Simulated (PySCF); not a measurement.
**Relaxation of doublet Si(OH)3**

These are results of UPBE0 in PySCF with Si def2-TZVP, O def2-TZVP, H def2-TZVP; no relativity; density-fitted integrals, not measurements. A (50,194) grid was used.

A hand-made T-shaped (heavy-atom frame) start, with no symmetry imposed:

```xyz
7
charge 0 multiplicity 2, angstrom
Si    0.0094    0.0000   -0.4207
O     0.0094    0.0000    1.3693
O     1.7983    0.0000   -0.3582
O    -1.7795    0.0000   -0.3582
H    -0.7260    0.0000    1.9864
H     2.4150   -0.7354   -0.3367
H    -2.3962    0.7354   -0.3367
```

(1) What forces act on the atoms at the start (eV/Å)?

(2) What does it relax to?

(3) How much energy is released, and in how many steps?

Answers

(1) 
```
atom     Fx     Fy     Fz
 Si1  -0.18   0.01   5.07
  O2   1.31  -0.09  -2.19
  O3  -2.18   0.44  -0.80
  O4   1.54  -0.34  -0.91
  H5  -0.43   0.01  -0.85
  H6  -0.36  -0.20  -0.06
  H7   0.29   0.18  -0.25
```

(2) It ends at C3 with O–H 0.959 Å (×3), Si–O 1.641 Å (×3); H–O–Si 117.0° (×3), O–Si–O 108.3° (×3) (after a last refinement on a finer grid). A frequency run shows a minimum. Other isomers or separated fragments may lie lower.

(3) 269.0 kJ/mol in 44 steps.

The relaxation took 3 min on 4 threads of a shared Arm Neoverse V2 host, with 148 basis functions and 50 gradients; the process peaked at 1.2 GiB.
